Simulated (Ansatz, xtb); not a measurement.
## C7H4FN: which of two isomers lies lower

Structure I is `N#Cc1ccc(F)cc1`, a singlet and structure II is `N#Cc1cccc(F)c1`, a singlet. Both are isolated molecules in the gas phase, relaxed with PBE-D3(BJ)/def2-SVP.

Quicker runs give these differences E(II) − E(I): GFN2-xTB +0.42 kcal/mol; HF/STO-3G +0.97 kcal/mol (at GFN2-xTB geometries); r2SCAN-D4/def2-SVP +0.80 kcal/mol (at GFN2-xTB geometries).

Question: Estimate E(II) − E(I) at the level CCSD(T)/def2-SVP + ΔMP2/def2-TZVPP.

Answer: CCSD(T)/def2-SVP + ΔMP2/def2-TZVPP gives E(II) − E(I) = +0.63 kcal/mol, slightly favouring structure I, which is too small a margin to settle the true order.

How the difference moves with the method:

```json
{"level": "GFN2-xTB", "geometry": "GFN2-xTB", "E(II) − E(I) (kcal/mol)": "+0.42", "departure from the last row (kcal/mol)": "−0.21", "job, with rough time for the two": "optimisation, 0.31 s"}
{"level": "HF/STO-3G", "geometry": "GFN2-xTB", "E(II) − E(I) (kcal/mol)": "+0.97", "departure from the last row (kcal/mol)": "+0.34", "job, with rough time for the two": "single point, 2 s"}
{"level": "r2SCAN-D4/def2-SVP", "geometry": "GFN2-xTB", "E(II) − E(I) (kcal/mol)": "+0.80", "departure from the last row (kcal/mol)": "+0.18", "job, with rough time for the two": "single point, 11 s"}
{"level": "PBE-D3(BJ)/def2-SVP", "geometry": "PBE-D3(BJ)/def2-SVP", "E(II) − E(I) (kcal/mol)": "+0.77", "departure from the last row (kcal/mol)": "+0.15", "job, with rough time for the two": "optimisation, 41 s"}
{"level": "HF/def2-SVP", "geometry": "PBE-D3(BJ)/def2-SVP", "E(II) − E(I) (kcal/mol)": "+1.08", "departure from the last row (kcal/mol)": "+0.46", "job, with rough time for the two": "part of the CCSD(T) run"}
{"level": "MP2/def2-SVP", "geometry": "PBE-D3(BJ)/def2-SVP", "E(II) − E(I) (kcal/mol)": "+0.35", "departure from the last row (kcal/mol)": "−0.28", "job, with rough time for the two": "part of the CCSD(T) run"}
{"level": "CCSD(T)/def2-SVP", "geometry": "PBE-D3(BJ)/def2-SVP", "E(II) − E(I) (kcal/mol)": "+0.56", "departure from the last row (kcal/mol)": "−0.06", "job, with rough time for the two": "single point"}
{"level": "CCSD(T)/def2-SVP + ΔMP2/def2-TZVPP", "geometry": "PBE-D3(BJ)/def2-SVP", "E(II) − E(I) (kcal/mol)": "+0.63", "departure from the last row (kcal/mol)": "", "job, with rough time for the two": "single point, 4.8 min"}
```

As drawn, both hold the same kinds of bond in the same numbers.

The largest departure from CCSD(T)/def2-SVP + ΔMP2/def2-TZVPP is that of HF/def2-SVP, 0.46 kcal/mol. The last row adds to CCSD(T) the change of the MP2 difference between the two basis sets, here +0.06 kcal/mol.

With thermal terms from frequencies at re-optimised GFN2-xTB minima (ideal gas, soft modes damped towards free rotors, one conformer each, 298.15 K, 1 atm): the zero-point term adds −0.01 kcal/mol; ΔH is +0.61 and ΔG +0.19 kcal/mol.

The correlated steps freeze 9 core orbitals. Codes used: Ansatz 0.2.0, xtb 6.7.1; the last row on 2 threads of Intel(R) Xeon(R) Processor @ 2.50GHz (Skylake/Cascade Lake) on a shared host.
